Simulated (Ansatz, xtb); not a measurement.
C6H5OPS: which of two isomers lies lower

We compare I, `C#CC1=PC(OC)=CS1`, a singlet, with II, `C#CC1=C(OC)SC=P1`, a singlet. Both are isolated molecules in the gas phase, relaxed with B3LYP-D3(BJ)/def2-SVP; each stands in its lowest conformer found.

Energies in hartree; the thermal terms are from GFN2-xTB frequencies at re-optimised GFN2-xTB minima (ideal gas, soft modes damped towards free rotors, one conformer each, 298.15 K, 1 atm) and include the zero-point energy:

```
                               I            II
E, CCSD(T)/def2-SVP  −1043.982400  −1043.982756
    E, MP2/def2-SVP  −1043.878797  −1043.877835
  E, MP2/def2-TZVPP  −1044.774364  −1044.773025
  zero-point energy      0.089364      0.089408
       H(298 K) − E      0.100032      0.100124
       G(298 K) − E      0.054148      0.054082
```

**Question.** Correct the CCSD(T) difference for the basis set by the MP2 change, then work out ΔE, ΔE₀, ΔH and ΔG for I → II in kJ/mol (1 Eh = 2625.50 kJ/mol) and the equilibrium ratio [II]/[I].

**Answer.** 1. Differences II − I: CCSD(T) −0.000356, MP2 in the small set +0.000962, MP2 in the large set +0.001339 Eh.
2. ΔE = −0.000356 + (+0.001339 − (+0.000962)) = +0.000021 Eh = +0.06 kJ/mol.
3. ΔE₀ = ΔE + ΔZPE = +0.000021 + (+0.000044) Eh = +0.17 kJ/mol.
4. ΔH = ΔE + (+0.000092) Eh = +0.30 kJ/mol.
5. ΔG = ΔE + (−0.000066) Eh = −0.12 kJ/mol, so ΔS = (ΔH − ΔG)/T = +1.4 J/(mol K).
6. kT = 0.9442 mEh, so K = [II]/[I] = exp(−ΔG/kT) = exp(+0.05) ≈ 1.

The two are too close for this level to say which is favoured. An error of 4 kJ/mol in ΔG would change K by a factor of 5. Mirror images and further conformers aren't counted.

As drawn, both hold the same kinds of bond in the same numbers.

Other levels gave ΔE = +4.4 (GFN2-xTB); +4.8 (HF/STO-3G, GFN2-xTB geometries); +2.3 (r2SCAN-D4/def2-SVP, GFN2-xTB geometries); +3.0 (B3LYP-D3(BJ)/def2-SVP); −8.0 (HF/def2-SVP); +2.5 (MP2/def2-SVP); −0.9 (CCSD(T)/def2-SVP) kJ/mol. The correlated steps freeze 17 core orbitals. Programs: Ansatz 0.2.0, xtb 6.7.1.
